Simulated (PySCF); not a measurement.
# Excitation energy of P²⁺ by level of theory

P²⁺ [Ne] 3s2 3p1 (2P) → P²⁺ [Ne] 3s1 3p1 3d1 (high-spin determinant), as a difference of total energies. All numbers are calculated (PySCF 2.14, no relativity, point nucleus, in dyall-av2z). Correlated levels: valence: [Ne] frozen; virtual orbitals above 40 to 60 times the deepest correlated orbital energy dropped. The calculations carry no spin-orbit coupling.

```csv
method,excitation energy (eV)
UHF,20.629
MP2 (valence),21.542
SCS-MP2 (valence),21.813
CCSD (valence),21.010
CCSD(T) (valence),20.828
CCSDT (valence),22.631
FCI (valence),20.875
```

**Question.** How much does correlation contribute at CCSD(T) (valence)?

**Answer.** 20.828 − (20.629) = 0.199 eV, measured against UHF.

A first-order spin-orbit estimate (lowest level to lowest level, LS coupling) adds 0.010 eV.

The promoted electron is Rydberg-like, and one or two diffuse shells describe it only roughly, which tends to raise the upper state.

The coupled-cluster amplitudes are large for the upper state (T1 above 0.03 or a double amplitude above 0.15), so a single reference is strained.

The determinant of the upper state mixes LS terms, which raises its energy above the lowest term, most at the Hartree-Fock and MP2 levels.
